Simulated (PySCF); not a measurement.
# One molecule, several mistakes: CH7NSi2

These are calculations, not measurements. The program is PySCF 2.14.0, an open-source quantum chemistry code, run on an isolated molecule that a program drew, which may never have been made. The molecule is CH7NSi2 (charge 0, singlet), drawn as the SMILES string `N=[SiH]C[SiH3]`.

Each row is a Hartree-Fock (HF) and frozen-core CCSD(T) single point in the cc-pV(D+d)Z basis, meant for a local HF minimum. Run 1 is clean. Each other run has one planted mistake out of seven kinds, and not every kind appears here: one electron removed, one electron added, multiplicity raised by two, geometry at a saddle point, minimal basis STO-3G, one bond length entered in bohr, all coordinates scaled. The reference is restricted for singlets and unrestricted otherwise, and also for a bond in bohr. Adding or removing an electron swaps singlet and doublet. Electrons count all cores. HOMO and LUMO are orbital energies over both spins, the gradient is its largest component, and the lowest frequency (negative if imaginary) is given only where the gradient is small. Bond lengths are over the 10 bonds as drawn. T1 is the CCSD diagnostic: over 0.02 (restricted) or 0.045 (unrestricted) a single reference is doubtful.

Geometry of the clean run:
```xyz
11
CH7NSi2, angstrom
N     0.0869    2.8519   -1.0616
Si   -0.0560    1.3204   -1.3841
C    -1.5606    0.2671   -1.7061
Si   -2.0784   -0.9351   -0.3375
H    -0.6808    3.4935   -0.9887
H     1.1770    0.5210   -1.4544
H    -2.4122    0.9173   -1.9306
H    -1.3567   -0.3330   -2.6022
H    -0.9509   -1.8353   -0.0002
H    -3.2250   -1.7509   -0.7962
H    -2.4706   -0.1841    0.8766
```

| run | electrons | basis functions | <S^2> | HOMO (eV) | LUMO (eV) | gradient (hartree/bohr) | lowest frequency (cm^-1) | mean bond (Å) | longest bond (Å) | T1 | HF (hartree) | CCSD(T) (hartree) | mistake |
|---|---|---|---|---|---|---|---|---|---|---|---|---|---|
| 1 | 48 | 109 | 0.000 | -9.92 | 2.56 | 4.8e-05 | 52 | 1.4439 | 1.894 | 0.0159 | -674.23897 | -674.82551 | no fault |
| 2 | 48 | 109 | 0.794 | -9.40 | 1.12 | 1.8e-02 | - | 1.5415 | 2.074 | 0.0539 | -674.11727 | -674.69921 | one bond length entered in bohr |
| 3 | 48 | 109 | 0.000 | -9.73 | 2.33 | 2.5e-02 | - | 1.4887 | 1.952 | 0.0171 | -674.22925 | -674.82333 | all coordinates scaled |
| 4 | 47 | 109 | 0.772 | -16.90 | -5.50 | 9.7e-02 | - | 1.4439 | 1.894 | 0.0225 | -673.95767 | -674.49393 | ? |

**Which mistake was planted in run 4, and what did it cost?**

It counts 47 electrons, one fewer than the clean run, at the same geometry and basis. So the mistake is: one electron removed. Subtracting run 1 and multiplying by 627.51 kcal/mol a hartree, the energy moved by 176.5 kcal/mol in HF and 208.1 kcal/mol in CCSD(T).

Cautions from the logs. Run 2: T1 is over the limit, so its CCSD(T) energy is less reliable.
